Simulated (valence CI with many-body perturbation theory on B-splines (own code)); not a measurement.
**Hyperfine factors and g values of Sn XVIII**

Computed by configuration interaction combined with many-body perturbation theory (CI+MBPT): five valence electrons over a frozen Dirac-Fock core [Ar] 3d10, a basis of 9 s, 9 p, 8 d, 6 f, 3 g, 1 h functions for each j, with the one-electron correlation potential Σ1 (screened to all orders), the two-electron term Σ2, the three-electron term Σ3, Breit, model QED; selected single and double excitations, second order for the rest (own B-spline code, finite nucleus).

No measured levels were compared; by estimate levels hold to about 250 cm⁻¹ or 0.2 % of their energy and the worst to 1 %, as in measured heavy ions of charge 2 to 7; those with d or f electrons hold less well. Among the levels kept, up to 300 cm⁻¹ of a level comes from second order outside the variational space, and about a tenth of that is noise between levels of different J, which matters for small intervals.

A/g_I is the dipole constant over the nuclear g factor μ/I (μ in nuclear magnetons, uniformly magnetised nucleus), B/Q the quadrupole constant per barn. Both hold the static response of the core; the bare values leave it out. Large factors of s and p1/2 electrons are usually good to 5 to 10 %; those of open d and f shells near neutrality can be off by tens of per cent, and small factors of p3/2, d and f electrons come from cancelling terms and can be off by a factor of two or in sign, in half-filled shells by more. B is blank for J = 1/2, where it vanishes, and for nearly pure S terms. Energies count from the lowest level.

Names give the largest LS component (configuration and term), which can be under half, so a name can repeat, a term be missing and a line seem to break the LS rules; names also repeat where a configuration has a term twice. Letters in brackets count levels of one name in rising energy.

```
              Level  E (eV)      g  A/g_I (MHz)  A/g_I bare  B/Q (MHz/b)  B/Q bare
     4s²4p³ ⁴S°_3/2    0.00  1.586         7280        6680        10900     10300
     4s²4p³ ²D°_3/2    8.16  1.291         2000        1830         9660      9110
     4s²4p³ ²D°_5/2   10.69  1.199        19800       18800        -90.8     -80.4
     4s²4p³ ²P°_1/2   14.26  0.664        59700       56800                       
     4s²4p³ ²P°_3/2   22.22  1.255        10400        9780       -20700    -19500
       4s4p⁴ ⁴P_5/2   49.49  1.552        46200       43900        12000     11400
       4s4p⁴ ⁴P_3/2   54.99  1.542        12800       12100       -14100    -13300
       4s4p⁴ ⁴P_1/2   55.66  2.489       139000      132000                       
       4s4p⁴ ²D_3/2   61.59  1.086         7640        7280       -17800    -16800
       4s4p⁴ ²D_5/2   64.21  1.246        53600       50900       -30100    -28300
       4s4p⁴ ²P_1/2   69.07  1.504        35400       33600                       
       4s4p⁴ ²P_3/2   70.09  1.166         4050        3830         5300      5000
    4s²4p²4d ⁴F_3/2   72.35  0.676         4470        4420         3990      3730
    4s²4p²4d ⁴F_5/2   74.86  1.153         1800        1810         7030      6580
4s²4p²4d ⁴D_1/2 [a]   78.55  0.844        90600       86200                       
    4s²4p²4d ²F_5/2   78.88  0.944        15300       14500        -6180     -5840
    4s²4p²4d ⁴F_7/2   80.19  1.217         5660        5390         6620      6190
    4s²4p²4d ⁴D_3/2   80.63  1.045        10200        9720        -9520     -8960
4s²4p²4d ²F_7/2 [a]   80.94  1.242         6280        5990        15100     14200
4s²4p²4d ⁴D_1/2 [b]   81.16  0.550        64800       61800                       
    4s²4p²4d ⁴F_9/2   82.93  1.257         9810        9320         2700      2490
    4s²4p²4d ⁴D_5/2   83.90  1.190         9460        9050        -8900     -8390
4s²4p²4d ²P_3/2 [a]   85.47  1.232        -5340       -5040         -246      -252
    4s²4p²4d ²G_7/2   87.87  1.045        11200       10700        17500     16400
    4s²4p²4d ⁴P_5/2   88.74  1.461         4080        3870        -93.6     -80.9
    4s²4p²4d ⁴P_3/2   89.48  1.440         6660        6350        -4640     -4370
    4s²4p²4d ⁴P_1/2   89.70  1.991        30500       28800                       
4s²4p²4d ²F_7/2 [b]   91.81  1.204         5700        5440         6880      6460
4s²4p²4d ²D_3/2 [a]   91.84  0.927        12500       12000         8180      7690
    4s²4p²4d ²G_9/2   93.21  1.186         6420        6140        23100     21700
4s²4p²4d ²P_1/2 [a]   93.69  1.046        -8400       -8110                       
4s²4p²4d ²D_5/2 [a]   93.95  1.116         2810        2700        12800     12000
4s²4p²4d ²P_1/2 [b]   96.48  1.000        -8630       -8170                       
4s²4p²4d ²D_3/2 [b]   97.30  1.050         7910        7500        -6610     -6220
4s²4p²4d ²D_5/2 [b]   98.21  1.147         9450        9030        -5270     -4970
4s²4p²4d ²D_5/2 [c]  100.19  1.203         3230        3160        24700     23300
4s²4p²4d ²F_7/2 [c]  101.52  1.128         8910        8470        -2570     -2420
    4s²4p²4d ²S_1/2  102.52  1.906        31900       30600                       
4s²4p²4d ²P_3/2 [b]  102.55  1.199         4710        4560        -3010     -2820
4s²4p²4d ²D_3/2 [c]  106.36  0.892         5100        5000         5730      5390
```

(1) Take the isotope of mass number 119, with I = 1/2, μ = -1.0459 μN. What is the hyperfine structure of 4s²4p³ ²P°_1/2?

Answers

(1) From the table A = -125000 MHz. Shifts from the centre of gravity in MHz: F = 0: 93800, F = 1: -31200.
